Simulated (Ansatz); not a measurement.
`[PH2][GaH2]` + `O[SiH2]F` → `F[SiH2]OP` + `[GaH3]` at 700 K and 1 bar (cleavage of the P–Ga bond).

Isolated molecules relaxed with PBE0-D4/def2-TZVP in Ansatz; ΔE leaves out vibrations. CCSD(T)/CBS is the MP2 limit (def2-TZVPP, def2-QZVPP) plus CCSD(T) − MP2 in def2-TZVPP, frozen cores. For Ga outer-core shells are correlated without core-valence functions, which leaves a few kJ/mol of doubt a bond. Scalar relativity is left out up to krypton. Each species was taken in one conformer, which may not be the lowest.

```json
{"species": "`[PH2][GaH2]`", "CCSD(T)/CBS energy (Eh)": "-2267.26620", "H − E (kJ/mol)": "129.7", "S (J/(mol·K))": "362.4"}
{"species": "`O[SiH2]F`", "CCSD(T)/CBS energy (Eh)": "-465.96250", "H − E (kJ/mol)": "137.3", "S (J/(mol·K))": "346.2"}
{"species": "`F[SiH2]OP`", "CCSD(T)/CBS energy (Eh)": "-807.49610", "H − E (kJ/mol)": "177.5", "S (J/(mol·K))": "428.8"}
{"species": "`[GaH3]`", "CCSD(T)/CBS energy (Eh)": "-1925.70545", "H − E (kJ/mol)": "80.8", "S (J/(mol·K))": "262.3"}
```

H − E and S are ideal-gas, rigid-rotor, harmonic terms from PBE0-D4/def2-TZVP, for one conformer and one mirror image of each species. 1 Eh = 2625.50 kJ/mol, R = 8.31446 J/(mol·K).

By hand: ΔE, ΔH, ΔS and ΔG.

ΔE = (-807.49610) + (-1925.70545) − (-2267.26620) − (-465.96250) = 0.02715 Eh = 71.3 kJ/mol. Δ(H − E) = 177.5 + 80.8 − 129.7 − 137.3 = -8.7, so ΔH = 62.6 kJ/mol. ΔS = 428.8 + 262.3 − 362.4 − 346.2 = -17.5 J/(mol·K). ΔG = 62.6 − 700 × (-17.5)/1000 = 74.8 kJ/mol.

By hand: the equilibrium constant, and the temperature at which ΔG would vanish if ΔH and ΔS stayed fixed.

log₁₀ K = −ΔG/(RT ln 10) = -5.6. ΔH and −TΔS have one sign here, so there is no such temperature.

ΔH outweighs TΔS. A doubt of 5 kJ/mol in ΔE shifts log₁₀ K by 0.4 here. Other conformers and mirror images would add mixing entropy, several J/(mol·K) or more a flexible species. Modes under 60 cm⁻¹, often nearly free rotors, make the harmonic entropy too high. These are equilibria of isolated gas molecules and say nothing of rates. Largest T1 diagnostic: 0.014 (customary marks: 0.02 for closed shells, 0.045 for open ones).
